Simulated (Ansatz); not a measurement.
The first iterations of a band of CH₅BSSi (9 atoms, charge 0, multiplicity 1).

These are results of Ansatz, RKS CAM-B3LYP-D4/STO-3G, not measurements.

```yaml
movable_images: 3
climbing_image: no
spring: 5.0 eV/Å²
optimiser: quadratic models (default)
start_path: IDPP
force_threshold: 0.03 eV/Å
iteration_limit: 60
end_points: relaxed
```

First end point:

```xyz
9
Properties=species:S:1:pos:R:3
B -0.644 1.280 -0.973
C 0.183 0.124 -0.351
Si 0.389 -1.111 1.024
S 1.013 0.513 -1.720
H -1.610 1.023 -1.575
H -0.525 2.357 -0.538
H 1.562 -1.917 0.810
H -0.787 -1.939 1.049
H 0.508 -0.377 2.256
```

Last end point:

```xyz
9
Properties=species:S:1:pos:R:3
B -0.660 1.258 -0.991
C 0.191 0.135 -0.342
Si 0.393 -1.105 1.029
S 1.069 0.587 -1.661
H -0.620 2.332 -0.536
H -1.580 0.962 -1.646
H 1.565 -1.912 0.814
H -0.784 -1.931 1.055
H 0.515 -0.372 2.261
```

| iteration | highest image above the first end (eV) | largest band force component (eV/Å) |
| --- | --- | --- |
| 1 | 3.597 | 6.741 |
| 2 | 2.005 | 4.013 |
| 3 | 1.186 | 1.908 |

Question: Does the band converge within its limit, and where does its top end?

Answer: The run converged. It ended after 9 iterations with the highest image 0.936 eV above the first end. No image climbed, so the highest image needn't sit at the top of the path. So few images can step over the top or miss a turn of the path. Limits of this set-up: minimal basis.

Run time: 57 s on 1 thread of Arm Neoverse V1, with other jobs on the host, peak memory 0.2 GiB.
